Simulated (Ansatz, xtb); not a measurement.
Relative energy of two isomers of C6H3F3

Structure I: `C#CC#CCC(F)(F)F`, a singlet. Structure II: `C#CC(C#C)C(F)(F)F`, a singlet. Both are isolated molecules in the gas phase, relaxed with r2SCAN-D4/def2-SVP.

I (Å):

```json
{"atom": "C", "x (Å)": "-3.5692", "y (Å)": "-3.9749", "z (Å)": "0.6126"}
{"atom": "C", "x (Å)": "-2.7685", "y (Å)": "-3.1381", "z (Å)": "0.2228"}
{"atom": "C", "x (Å)": "-1.8747", "y (Å)": "-2.2040", "z (Å)": "-0.2125"}
{"atom": "C", "x (Å)": "-1.0734", "y (Å)": "-1.3669", "z (Å)": "-0.6035"}
{"atom": "C", "x (Å)": "-0.1240", "y (Å)": "-0.3765", "z (Å)": "-1.0694"}
{"atom": "C", "x (Å)": "0.2057", "y (Å)": "0.6836", "z (Å)": "-0.0284"}
{"atom": "F", "x (Å)": "0.7491", "y (Å)": "0.1450", "z (Å)": "1.0698"}
{"atom": "F", "x (Å)": "-0.8837", "y (Å)": "1.3673", "z (Å)": "0.3420"}
{"atom": "F", "x (Å)": "1.0883", "y (Å)": "1.5599", "z (Å)": "-0.5367"}
{"atom": "H", "x (Å)": "-4.2733", "y (Å)": "-4.7099", "z (Å)": "0.9565"}
{"atom": "H", "x (Å)": "-0.5093", "y (Å)": "0.1526", "z (Å)": "-1.9582"}
{"atom": "H", "x (Å)": "0.8295", "y (Å)": "-0.8498", "z (Å)": "-1.3613"}
```

II (Å):

```yaml
atoms:
  - { symbol: C, position_ang: [-2.5606, -3.0764, -0.5891] }
  - { symbol: C, position_ang: [-1.6986, -2.2256, -0.5470] }
  - { symbol: C, position_ang: [-0.6556, -1.1993, -0.5007] }
  - { symbol: C, position_ang: [-1.1286, 0.1021, -0.9761] }
  - { symbol: C, position_ang: [-1.5186, 1.1785, -1.3735] }
  - { symbol: C, position_ang: [-0.0580, -1.0842, 0.9173] }
  - { symbol: F, position_ang: [0.9426, -0.1954, 0.9245] }
  - { symbol: F, position_ang: [-0.9701, -0.6965, 1.8089] }
  - { symbol: F, position_ang: [0.4356, -2.2659, 1.3062] }
  - { symbol: H, position_ang: [-3.3269, -3.8290, -0.6229] }
  - { symbol: H, position_ang: [0.1941, -1.5240, -1.1337] }
  - { symbol: H, position_ang: [-1.8667, 2.1335, -1.7220] }
```

Q: Which of the two would you expect CCSD(T)/def2-SVP + ΔMP2/def2-TZVPP electronic energies to favour?

A: Structure I; the calculation gives E(II) − E(I) = +11.1 kcal/mol.

Level by level:

```tsv
level	geometry	E(II) − E(I) (kcal/mol)	departure from the last row (kcal/mol)	job, with rough time for the two
GFN2-xTB	GFN2-xTB	+10.3	−0.8	optimisation, 0.56 s
HF/STO-3G	GFN2-xTB	+13.3	+2.2	single point, 2.1 s
r2SCAN-D4/def2-SVP//GFN2-xTB	GFN2-xTB	+18.3	+7.2	single point, 9.9 s
r2SCAN-D4/def2-SVP	r2SCAN-D4/def2-SVP	+17.8	+6.7	optimisation, 1.9 min
HF/def2-SVP	r2SCAN-D4/def2-SVP	+11.3	+0.3	part of the CCSD(T) run
MP2/def2-SVP	r2SCAN-D4/def2-SVP	+12.9	+1.8	part of the CCSD(T) run
CCSD(T)/def2-SVP	r2SCAN-D4/def2-SVP	+11.4	+0.3	single point
CCSD(T)/def2-SVP + ΔMP2/def2-TZVPP	r2SCAN-D4/def2-SVP	+11.1		single point, 4.7 min
```

As drawn, both hold the same kinds of bond in the same numbers.

None of the levels shown reverses the order. The largest departure from CCSD(T)/def2-SVP + ΔMP2/def2-TZVPP is that of r2SCAN-D4/def2-SVP//GFN2-xTB, 7.2 kcal/mol. The last row adds to CCSD(T) the change of the MP2 difference between the two basis sets, here −0.3 kcal/mol.

With thermal terms from frequencies at re-optimised GFN2-xTB minima (ideal gas, soft modes damped towards free rotors, one conformer each, 298.15 K, 1 atm): on the last row, ΔE + ΔZPE = +10.7, ΔH = +10.6, ΔG = +10.8 kcal/mol.

The correlated steps freeze 9 core orbitals. Codes used: Ansatz 0.2.0, xtb 6.7.1; the last row on 2 threads of Intel(R) Xeon(R) Processor @ 2.50GHz (Skylake/Cascade Lake) on a shared host.
